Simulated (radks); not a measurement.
The numbers below are computed, except where a source is named.
Initial-state core-level shifts of the bromine ion Br+ when its valence configuration changes from [Ar] 3d10 4s2 4p4. Level of theory: Dirac Kohn-Sham, PBE, spin-unpolarised, spherical densities, finite nucleus; open shells fill j = l - 1/2 first; Fermi nuclear charge, rms radius 4.1629 fm (a radial shooting solver on a logarithmic mesh with Libxc functionals). Shifts are changes of the shell-averaged eigenvalues in eV (positive: less bound); the change of the density at the nucleus, which sets a Mossbauer isomer shift, is in e/bohr^3, on a base of 4.437e+04.

valence               1s       2p       3s       3p  density at nucleus
3d9 4s2 4p5      -15.638  -17.224  -13.267  -13.041             +18.717
3d8 4s2 4p6      -32.092  -35.415  -26.788  -26.355             +38.678
3d9 4s1 4p6      -17.220  -18.759  -14.816  -14.581             -21.996
3d8.5 4s2 4p5.5  -23.764  -26.201  -19.998  -19.665             +28.546
3d10 4p6          -3.331   -3.215   -3.264   -3.246             -74.435
3d8.5 4s1.5 4p6  -24.535  -26.950  -20.753  -20.416              +7.299
3d10 4s1 4p5      -1.695   -1.636   -1.658   -1.649             -36.525
3d9.5 4s2 4p4.5   -7.716   -8.490   -6.600   -6.484              +9.200
